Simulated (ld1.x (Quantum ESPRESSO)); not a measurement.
**Transferability test, ultrasoft potential for silicon**

Si (Z = 14), ultrasoft, made with ld1.x (Quantum ESPRESSO) 7.5 (LDA (PZ), non-relativistic). Core [Ne], reference 3s2 3p1 (charge +1). Waves: 3s (bound): rcut 1.20, rcutus 1.55 bohr; 3s channel at -0.85 Ry: rcut 1.20, rcutus 1.55 bohr; 3p (bound): rcut 1.65, rcutus 2.05 bohr; 3p channel at 3.5 Ry: rcut 1.65, rcutus 2.05 bohr; 3d channel at 0.2 Ry: rcut 1.35, rcutus 1.65 bohr; 3d channel at 1.3 Ry: rcut 1.35, rcutus 1.65 bohr. Local part: all-electron potential smoothed inside 1.75 bohr (lloc = -1). Core correction: a·sin(br)/r model core, default radius (core density twice the valence density). Augmentation charge: PSQ, inside the norm-conserving radii.

Energies are relative to the spin-unpolarised reference configuration 3s2 3p1; without spin polarisation the order of configurations can differ from experiment. Spin-polarised rows fill each open shell by Hund’s rule, majority spin first.

```csv
valence configuration,charge,ΔE all-electron (eV),error AE − PS (meV)
3s2 3p0,+2,16.126,+3.3
3s1 3p0,+3,50.200,-8.6
3s1 3p3,0,-1.090,-0.2
3s2 3p1.5,+0.5,-4.870,+0.4
3s0 3p4,0,5.822,-6.1
3s1 3p2,+1,7.350,-3.1
3s2 3p1 (spin-polarised),+1,-0.204,+0.7
```

(1) What are ΔE and the potential's error for 3s2 3p2?

(2) What are ΔE and the potential's error for 3s2 3p2 (spin-polarised)?

Results:

(1) ΔE = -7.840 eV all-electron; the error (AE − PS) is +1.1 meV.

(2) ΔE = -8.451 eV all-electron; the error (AE − PS) is +3.2 meV.
